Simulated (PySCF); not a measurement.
## Electric field gradients and quadrupole coupling constants

C₇H₁₃NOSi.
Geometry (GFN2-xTB, Å), atoms numbered from 1 in this order:
```xyz
23
C7H13NOSi angstrom
N      4.1384    0.5951   -1.3484
C      2.9572    0.7632   -0.9224
C      2.2270   -0.0699   -0.0011
C      0.9608    0.1696    0.4053
C      0.2525   -0.7691    1.3198
Si    -1.0632   -1.7743    0.3580
C     -2.4602   -0.5680   -0.1063
C     -1.9641    0.7329   -0.7367
C     -1.0254    1.5361    0.1733
O      0.3437    1.2819   -0.0593
H      4.5991   -0.2334   -0.9673
H      2.4306    1.6347   -1.2991
H      2.7345   -0.9435    0.3850
H      0.9837   -1.4440    1.7593
H     -0.2187   -0.2257    2.1401
H     -0.4390   -2.3436   -0.8384
H     -1.5932   -2.8161    1.2421
H     -3.1489   -1.0508   -0.8008
H     -3.0465   -0.3222    0.7824
H     -1.4336    0.5233   -1.6675
H     -2.8226    1.3630   -0.9812
H     -1.2927    1.3853    1.2256
H     -1.1240    2.6024   -0.0522
```

Field gradients from the PBE0/pcSseg-1 density (PySCF, non-relativistic), principal values in atomic units, ordered |Vxx| ≤ |Vyy| ≤ |Vzz|:

| atom | Vxx | Vyy | Vzz |
| --- | --- | --- | --- |
| N1 | 0.3714 | 0.6026 | -0.9740 |
| O10 | -0.4359 | -1.4819 | 1.9178 |

Find the asymmetry η = (Vxx − Vyy)/Vzz and the couplings χ = eQV/h (234.96 MHz × Q in barn × V in au), with Q(14N) = 0.02044 b, Q(17O) = −0.0256 b.

| atom | environment | nucleus | η | χzz (MHz) | χxx (MHz) | χyy (MHz) |
| --- | --- | --- | --- | --- | --- | --- |
| N1 | imine nitrogen | 14N | 0.24 | -4.678 | 1.784 | 2.894 |
| O10 | cyclic ether oxygen | 17O | 0.55 | -11.54 | 2.62 | 8.91 |

What is Vzz at O10 in SI units (1 au = 9.71736 × 10²¹ V/m²)?

1.9178 au = 18.636 × 10²¹ V/m².

And the gradient at the other heavy atoms, for which no coupling is worked out here?

```
atom                    environment  Vzz (au)     η
  C2                   imine carbon     0.428  0.25
  C3               alkene CH carbon     0.096  0.74
  C4  vinylic carbon bearing oxygen    -0.404  0.07
  C5    sp3 carbon bound to silicon     0.091  0.88
 Si6                   SiH2 silicon     0.185  0.47
  C7    sp3 carbon bound to silicon    -0.075  0.89
  C8                ring CH2 carbon    -0.076  0.67
  C9     sp3 carbon bound to oxygen     0.433  0.20
```

What couplings would deuterons (Q(2H) = 0.00286 b) have in place of the hydrogens, at this geometry?

```json
{"atom": "H11", "bonded to": "N1", "bond length (Å)": "1.022", "Vzz (au)": "0.3833", "η": "0.02", "χzz (kHz)": "258"}
{"atom": "H12", "bonded to": "C2", "bond length (Å)": "1.086", "Vzz (au)": "0.3107", "η": "0.03", "χzz (kHz)": "209"}
{"atom": "H13", "bonded to": "C3", "bond length (Å)": "1.082", "Vzz (au)": "0.3281", "η": "0.13", "χzz (kHz)": "220"}
{"atom": "H14", "bonded to": "C5", "bond length (Å)": "1.088", "Vzz (au)": "0.3150", "η": "0.05", "χzz (kHz)": "212"}
{"atom": "H15", "bonded to": "C5", "bond length (Å)": "1.091", "Vzz (au)": "0.3120", "η": "0.05", "χzz (kHz)": "210"}
{"atom": "H16", "bonded to": "Si6", "bond length (Å)": "1.465", "Vzz (au)": "0.1610", "η": "0.01", "χzz (kHz)": "108"}
{"atom": "H17", "bonded to": "Si6", "bond length (Å)": "1.466", "Vzz (au)": "0.1610", "η": "0.01", "χzz (kHz)": "108"}
{"atom": "H18", "bonded to": "C7", "bond length (Å)": "1.091", "Vzz (au)": "0.3130", "η": "0.03", "χzz (kHz)": "210"}
{"atom": "H19", "bonded to": "C7", "bond length (Å)": "1.093", "Vzz (au)": "0.3086", "η": "0.03", "χzz (kHz)": "207"}
{"atom": "H20", "bonded to": "C8", "bond length (Å)": "1.092", "Vzz (au)": "0.3008", "η": "0.01", "χzz (kHz)": "202"}
{"atom": "H21", "bonded to": "C8", "bond length (Å)": "1.093", "Vzz (au)": "0.3018", "η": "0.03", "χzz (kHz)": "203"}
{"atom": "H22", "bonded to": "C9", "bond length (Å)": "1.096", "Vzz (au)": "0.2877", "η": "0.08", "χzz (kHz)": "193"}
{"atom": "H23", "bonded to": "C9", "bond length (Å)": "1.094", "Vzz (au)": "0.2900", "η": "0.07", "χzz (kHz)": "195"}
```

The structure is a single GFN2-xTB conformer in the gas phase; no vibrational or solvent corrections. GFN2-xTB bond lengths can be off by several hundredths of an ångström, more for odd bonds, and the gradients follow them. The basis is small and wasn't made for field gradients, so the couplings can be 20 % off.
